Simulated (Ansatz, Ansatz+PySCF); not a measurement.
```xyz
5

C    -0.0097   -0.0501   -0.7208
N     0.0300   -0.1536    0.7186
H     0.0251    0.9118    1.1483
H     0.0198   -1.0526   -1.2478
H    -0.1043    0.8206   -1.2424
```

Basis set: def2-SVP (spherical functions). Left uncorrelated: 2 orbitals. Charge 0, multiplicity 1.

Computed with Ansatz (development build ahead of 0.2.0); each method stands on the lowest determinant of its kind that the runs found. Restricted open shells among the atoms or ions are ROHF, correlated in semicanonical orbitals with singles.

Task: Give the atomization energy at this shape (free ground-state atoms in the same class of orbitals less the molecule, no zero-point energy) of singlet CH₃N by RHF-MP2, RHF.

Result:

```json
{"method": "RHF-MP2", "atomization energy": "1637.8 kJ/mol"}
{"method": "RHF", "atomization energy": "1123.7 kJ/mol"}
```

Caution: no unrestricted run beside it, a lower state can exist; the shape is not the minimum.
